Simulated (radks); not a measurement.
Values are calculated unless marked as measured or tabulated.
Q: The mean radii <r> (bohr) of the occupied orbitals of an atom or ion are listed with their occupations. Code: a radial shooting solver on a logarithmic mesh with Libxc functionals. Model: scalar-relativistic Kohn-Sham, LDA (Slater exchange, Perdew-Wang correlation), spin-polarised, spherical densities, finite nucleus; Fermi nuclear charge, rms radius of each element as measured or else 0.836 A^(1/3) + 0.57 fm.

| orbital | occ. | <r> |
|---|---|---|
| 1s up | 1 | 0.02560 |
| 1s down | 1 | 0.02560 |
| 2s up | 1 | 0.1097 |
| 2s down | 1 | 0.1097 |
| 2p up | 3 | 0.09606 |
| 2p down | 3 | 0.09606 |
| 3s up | 1 | 0.2889 |
| 3s down | 1 | 0.2887 |
| 3p up | 3 | 0.2858 |
| 3p down | 3 | 0.2856 |
| 3d up | 5 | 0.2606 |
| 3d down | 5 | 0.2604 |
| 4s up | 1 | 0.6044 |
| 4s down | 1 | 0.6043 |
| 4p up | 2 | 0.6205 |

Name the element and its charge. Open shells, if any, are filled with parallel spins first.

A: Z = 56, barium, charge +24: Ba24+ in [Ar] 3d10 4s2 4p2. The 1s radius gives Z: for a bare nucleus <r> = (2 gamma + 1)/(2Z) with gamma = sqrt(1 - (Z/c)^2), 0.02523 bohr for Z = 56, and screening makes it slightly larger (0.02560 here). The occupations add up to 32, and the charge is Z minus that.
